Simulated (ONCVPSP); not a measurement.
# Scattering properties, ONCV potential for Rh

rhodium (Rh), optimised norm-conserving Vanderbilt (ONCV), made with ONCVPSP 4.0.1 (PBEsol, scalar-relativistic). Core [Ar] 3d10, reference 4s2 4p6 4d8 5s1. Waves: 4s+5s: rc 1.50 bohr, ncon 4, nbas 7, qcut 7.5 1/bohr, 3 projectors, debl 3.5 Ha; 4p: rc 1.10 bohr, ncon 3, nbas 7, qcut 6.8 1/bohr, 2 projectors, debl 1.4 Ha; 4d: rc 1.50 bohr, ncon 5, nbas 8, qcut 6 1/bohr, 2 projectors, debl 3.6 Ha. Local part: polynomial inside 0.75 bohr (lpopt 5, dvloc0 4 Ha). Core correction: Teter function, fcfact 5.5, rcfact 1.4.

In the p channel the program set the typed energies aside and used -1.851, 0.250 Ha.

The phase is arctan(r·R′/R) of the radial function R(r), unwrapped; energies in Ha, scanned from -5 to 5 Ha. A pole is an energy at which the radial function vanishes at the test radius. The pseudo phase is shifted by a multiple of π to meet the all-electron one at the reference energy, and phase errors are pseudo minus all-electron; the curves can meet again beyond the range given. Levels narrower than the energy grid can be missing from the lists of poles.

```json
{"channel": "s", "radius (bohr)": "1.52", "reference energy (Ha)": "-0.16", "poles, all-electron": "-2.35", "poles, pseudo": "-2.35", "unbroken range about the reference energy with phases within 0.05 rad": "the whole range", "phase error 1 Ha above the reference energy (rad)": "+0.000"}
{"channel": "p", "radius (bohr)": "1.11", "reference energy (Ha)": "-1.85", "poles, all-electron": "2.84", "poles, pseudo": "2.84", "unbroken range about the reference energy with phases within 0.05 rad": "the whole range", "phase error 1 Ha above the reference energy (rad)": "+0.000"}
{"channel": "d", "radius (bohr)": "1.52", "reference energy (Ha)": "-0.22", "poles, all-electron": "1.46", "poles, pseudo": "1.46", "unbroken range about the reference energy with phases within 0.05 rad": "the whole range", "phase error 1 Ha above the reference energy (rad)": "-0.000"}
```

Phases in the d channel:

| E (Ha) | all-electron | pseudo |
| --- | --- | --- |
| -4.96 | 1.284 | 1.284 |
| -4.72 | 1.273 | 1.273 |
| -4.48 | 1.261 | 1.261 |
| -4.24 | 1.247 | 1.247 |
| -4.00 | 1.232 | 1.231 |
| -3.76 | 1.213 | 1.213 |
| -3.52 | 1.192 | 1.192 |
| -3.28 | 1.168 | 1.168 |
| -3.04 | 1.139 | 1.138 |
| -2.80 | 1.103 | 1.103 |
| -2.56 | 1.058 | 1.058 |
| -2.32 | 1.002 | 1.001 |
| -2.08 | 0.926 | 0.926 |
| -1.84 | 0.824 | 0.824 |
| -1.60 | 0.677 | 0.677 |
| -1.36 | 0.463 | 0.463 |
| -1.12 | 0.155 | 0.155 |
| -0.88 | -0.231 | -0.231 |
| -0.64 | -0.605 | -0.605 |
| -0.40 | -0.891 | -0.891 |
| -0.16 | -1.089 | -1.089 |
| 0.08 | -1.225 | -1.225 |
| 0.32 | -1.323 | -1.323 |
| 0.56 | -1.397 | -1.397 |
| 0.80 | -1.456 | -1.456 |
| 1.04 | -1.503 | -1.503 |
| 1.28 | -1.544 | -1.544 |
| 1.52 | -1.580 | -1.580 |
| 1.76 | -1.613 | -1.613 |
| 2.00 | -1.644 | -1.644 |
| 2.24 | -1.674 | -1.674 |
| 2.48 | -1.705 | -1.705 |
| 2.72 | -1.737 | -1.737 |
| 2.96 | -1.771 | -1.771 |
| 3.20 | -1.809 | -1.809 |
| 3.44 | -1.853 | -1.853 |
| 3.68 | -1.905 | -1.905 |
| 3.92 | -1.970 | -1.970 |
| 4.16 | -2.053 | -2.053 |
| 4.40 | -2.165 | -2.165 |
| 4.64 | -2.322 | -2.322 |
| 4.88 | -2.548 | -2.549 |
